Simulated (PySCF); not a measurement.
## Au (gold, neutral) across methods

[Xe] 4f14 5d10 6s1, 2S determinant. Calculation: PySCF 2.14, in x2c-TZVPPall with one added diffuse shell each of s, p, d, f type (12s8p8d4f1g, 113 functions); the spin-free X2C one-electron Hamiltonian (Gaussian nucleus). The B2PLYP total includes its PT2 part (frozen core); its orbital energies are those of the SCF part.

```tsv
method	E (hartree)	mean ε 5d α (eV)	mean ε 5d β (eV)	mean ε 6s α (eV)	Σ⟨r²⟩ (bohr²)	⟨S²⟩
r2SCANh	-19014.49	-7.838	-7.499	-6.656	59.34	0.753
M06-L	-19013.91	-6.873	-6.656	-5.741	59.31	0.751
B2PLYP	-19013.21	-9.998	-9.747	-7.226	59.89	0.751
r2SCAN	-19014.59	-7.233	-6.878	-6.399	59.41	0.753
PBE0	-19014.31	-8.584	-8.305	-6.743	59.71	0.751
PBE	-19014.56	-7.030	-6.748	-6.090	60.13	0.751
UHF	-19008.78353	-12.482	-12.253	-7.975	59.98	0.753
LDA	-19002.90	-7.256	-7.002	-6.348	59.95	0.751
```

Spin-orbit coupling, which splits the p, d and f shells strongly at this Z, is absent.
